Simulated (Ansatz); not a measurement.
Cost and result for the atomization energy of C3H5ClSi (`C#C[SiH](C)Cl`) (10 atoms, 9 bonds).

```xyz
10

C    -1.483   -1.744    1.271
C    -0.575   -1.117    0.784
Si    0.775   -0.166    0.019
C     0.101    1.248   -0.971
Cl    1.986    0.556    1.517
H    -2.283   -2.300    1.706
H     1.596   -1.084   -0.802
H     0.914    1.823   -1.419
H    -0.488    1.912   -0.335
H    -0.543    0.871   -1.770
```

Total charge 0; spin multiplicity 1. All single points use the PBE0-D4/def2-TZVP geometry. Program: Ansatz. All runs use 4 threads of a server CPU on a shared host. Times are those of one run each, without the atoms' runs, and a repeat can differ threefold. Electronic energies, without spin–orbit coupling; frozen cores. CCSD(T)/CBS adds CCSD(T) − MP2 in def2-TZVPP to the MP2 limit, and its time is that of the two runs behind it. T1 = 0.011. HSE06 is the plane-wave form, built on full-range PBE exchange.

CCSD(T)/CBS is a level of theory with its own doubt, some kJ/mol a heavy atom from the limit and from the frozen cores, so smaller differences don't rank the functionals.

```json
{"level": "revPBE-D4/def2-TZVPP", "functions": "247", "wall time": "1.4 s", "atomization (kJ/mol)": "3936.3", "difference from CCSD(T)/CBS": "-20.5", "per bond": "-2.3"}
{"level": "BLYP-D4/def2-TZVPP", "functions": "247", "wall time": "1.5 s", "atomization (kJ/mol)": "3933.5", "difference from CCSD(T)/CBS": "-23.3", "per bond": "-2.6"}
{"level": "PBE0-D4/def2-TZVPP", "functions": "247", "wall time": "2.1 s", "atomization (kJ/mol)": "3968.7", "difference from CCSD(T)/CBS": "11.9", "per bond": "1.3"}
{"level": "HSE06-D4/def2-TZVPP", "functions": "247", "wall time": "2.2 s", "atomization (kJ/mol)": "3971.5", "difference from CCSD(T)/CBS": "14.7", "per bond": "1.6"}
{"level": "CAM-B3LYP-D4/def2-TZVPP", "functions": "247", "wall time": "2.4 s", "atomization (kJ/mol)": "3953.7", "difference from CCSD(T)/CBS": "-3.1", "per bond": "-0.3"}
{"level": "CCSD(T)/def2-SVP", "functions": "103", "wall time": "2.6 s", "atomization (kJ/mol)": "3738.5", "difference from CCSD(T)/CBS": "-218.3", "per bond": "-24.2"}
{"level": "r2SCAN-D4/def2-TZVPP (with forces)", "functions": "247", "wall time": "2.9 s", "atomization (kJ/mol)": "3968.1", "difference from CCSD(T)/CBS": "11.3", "per bond": "1.3"}
{"level": "PBE-QIDH/def2-TZVPP", "functions": "247", "wall time": "3.5 s", "atomization (kJ/mol)": "3949.6", "difference from CCSD(T)/CBS": "-7.2", "per bond": "-0.8"}
{"level": "B2PLYP/def2-TZVPP", "functions": "247", "wall time": "3.6 s", "atomization (kJ/mol)": "3917.7", "difference from CCSD(T)/CBS": "-39.1", "per bond": "-4.3"}
{"level": "ωB97M-V/def2-TZVPP (with forces)", "functions": "247", "wall time": "6.5 s", "atomization (kJ/mol)": "3968.8", "difference from CCSD(T)/CBS": "12.0", "per bond": "1.3"}
{"level": "MP2/def2-QZVPP", "functions": "461", "wall time": "12 s", "atomization (kJ/mol)": "4000.2", "difference from CCSD(T)/CBS": "43.4", "per bond": "4.8"}
{"level": "CCSD(T)/def2-TZVPP", "functions": "247", "wall time": "64 s", "atomization (kJ/mol)": "3854.3", "difference from CCSD(T)/CBS": "-102.5", "per bond": "-11.4"}
{"level": "CCSD(T)/CBS(def2)", "functions": "–", "wall time": "76 s", "atomization (kJ/mol)": "3956.8", "difference from CCSD(T)/CBS": "0.0", "per bond": "0.0"}
```

From BLYP to BHLYP (50 % exact exchange), in def2-TZVPP and without D4, the atomization energy moves by −64.4 kJ/mol: exact exchange takes away binding that semilocal exchange gives to molecules. At CCSD(T), def2-SVP lies −218.2 kJ/mol from the extrapolated value and def2-TZVPP −102.5 kJ/mol: correlation converges slowly with the basis, and small sets miss more of it in the bonded molecule than in its fragments. Leaving LDA and LC-ωPBE aside and taking each functional with its dispersion term where it has one, the values, not all of them listed here, spread over 177.8 kJ/mol, from BHLYP-D4 to PBE-D4. LDA lies +464.7 kJ/mol from PBE without D4, its usual overbinding.
